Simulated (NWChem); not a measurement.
CH3BeFS; SMILES [F][Be][S]C

```xyz
7

Be     0.0716    -1.0365    -0.0003
F     -0.4185    -2.3396    -0.0011
S      0.7721     0.7263     0.0012
C     -0.7756     1.7114     0.0032
H     -1.3750     1.5305    -0.8990
H     -0.4704     2.7661     0.0098
H     -1.3794     1.5206     0.9002
```
Atoms are numbered in this order, from 1.

Program: NWChem. Pople sets run with spherical d functions. All runs use the structure optimised with PBE0/def2-SVP. Vzz is the largest principal value of the second derivative of the potential at the nucleus (NWChem prints the opposite sign); η is the asymmetry. Non-relativistic.

```json
[
 {"level": "Hartree-Fock/6-31G*", "Vzz Be1 (a.u.)": "-0.186", "η Be1": "0.18", "Vzz S3 (a.u.)": "2.016", "η S3": "0.61"},
 {"level": "Hartree-Fock/def2-TZVP", "Vzz Be1 (a.u.)": "-0.203", "η Be1": "0.17", "Vzz S3 (a.u.)": "2.250", "η S3": "0.53"},
 {"level": "CAM-B3LYP/def2-SVP", "Vzz Be1 (a.u.)": "-0.145", "η Be1": "0.27", "Vzz S3 (a.u.)": "2.012", "η S3": "0.61"},
 {"level": "CAM-B3LYP/def2-TZVP", "Vzz Be1 (a.u.)": "-0.190", "η Be1": "0.21", "Vzz S3 (a.u.)": "___", "η S3": "0.57"}
]
```

Q: Complete the blanks.

A: 
- CAM-B3LYP/def2-TZVP, Vzz S3 (a.u.): 2.279
